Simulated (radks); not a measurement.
Values are calculated unless marked as measured or tabulated.
Numerical settings for the erbium ion Er2+, [Xe] 4f12. Level of theory: scalar-relativistic Kohn-Sham, PBE, spin-unpolarised, spherical densities, point nucleus (a radial shooting solver on a logarithmic mesh with Libxc functionals). The defaults (mesh step 0.008 in ln r, mesh end at 40 bohr or more with all orbitals vanishing there, Anderson mixing 0.5 over 9 steps, residual threshold near 1e-9 with the energy settled to 1e-9 hartree or 1e-11 of itself, here a cap of 97 iterations) give E = -13085.6948 hartree and 4f at -17.437 eV in 15 iterations. Run on one thread of a shared host, so times are rough (Arm Neoverse V2): 0.14 s of CPU time, 0.14 s wall, 15 iterations on 2541 mesh points. Changes against that run (0 stands for a change within the tolerance of the run):

| setting | iterations | converged | E (mhartree) | e(4f) (meV) | CPU (s) |
|---|---|---|---|---|---|
| mesh step in ln r 0.12 | 4 | no | diverged | - | 0.01 |
| mesh step in ln r 0.005 | 15 | yes | 0 | 0 | 0.22 |
| mesh step in ln r 0.003 | 15 | yes | 0 | 0 | 0.36 |
| mesh end (bohr) 400 | 15 | yes | 0 | 0 | 0.15 |
| mesh end (bohr) 12 | 15 | yes | 0 | 0 | 0.14 |
| residual threshold 0.001 | 12 | yes | 0 | +0.616 | 0.12 |
| residual threshold 0.01 | 12 | yes | 0 | +0.616 | 0.12 |
| mixing 0.2 | 18 | yes | 0 | 0 | 0.16 |
| linear mixing, mixing 0.05 | 97 | no | -0.696 | -74.9 | 0.81 |
| linear mixing, mixing 1 | 97 | no | +2.08e+05 | -9.99e+05 | 2 |
| mixing history 20 | 23 | yes | 0 | 0 | 0.19 |
| iteration cap 2 | 2 | no | +2.49e+03 | -4.27e+04 | 0.03 |

No run marked as converged misses the energy by more than 1 mhartree. A mesh that ends early acts as a hard wall.
